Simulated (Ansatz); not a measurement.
Reaction (formal loss of a carbene): `FCOCC(F)F` → `FCOC(F)F` + `[CH2]` (triplet)

Computed with Ansatz on PBE0-D4/def2-TZVP structures; ΔE is electronic, products minus reactants. CBS: MP2 limit from def2 TZ/QZ plus the TZ coupled-cluster correction, frozen cores. This one scheme is used for every species. Functionals use def2-TZVPP. B3LYP here is the variant with VWN-RPA as its local correlation; programs differ in this. Triplets are unrestricted, without spin–orbit coupling. One conformer a species, not always the lowest.

```
             level  ΔE (eV)  difference from CCSD(T)/CBS
            PBE-D4     4.22                         0.05
           PBE0-D4     4.11                        -0.06
          B3LYP-D4     4.10                        -0.07
           ωB97X-V     4.28                         0.11
           ωB97M-V     4.18                         0.01
               PBE     4.16                        -0.01
            r2SCAN     3.88                        -0.29
              PBE0     4.06                        -0.11
             B3LYP     4.01                        -0.16
     HF/def2-TZVPP     2.63                        -1.54
   CCSD/def2-TZVPP     3.93                        -0.24
     HF/def2-QZVPP     2.63                        -1.54
SCS-MP2/def2-QZVPP     4.27                         0.10
      HF/CBS(def2)     2.63                        -1.54
     MP2/CBS(def2)     4.27                         0.10
    CCSD/CBS(def2)     4.06                        -0.11
       CCSD(T)/CBS     4.17                            0
```

Largest T1 diagnostic among the species: 0.012.

From PBE to PBE0 (25 % exact exchange), in def2-TZVPP and without D4, ΔE moves by −0.10 eV. In def2-TZVPP, CCSD(T) changes the Hartree–Fock value by +1.41 eV (the triples alone add +0.11 eV) and MP2 by +1.50 eV. The D4 term adds +0.09 eV with B3LYP and +0.05 eV with PBE0; it sums over pairs of atoms, weighted by their polarisabilities, and B3LYP, whose exchange is more repulsive, gets the larger term.
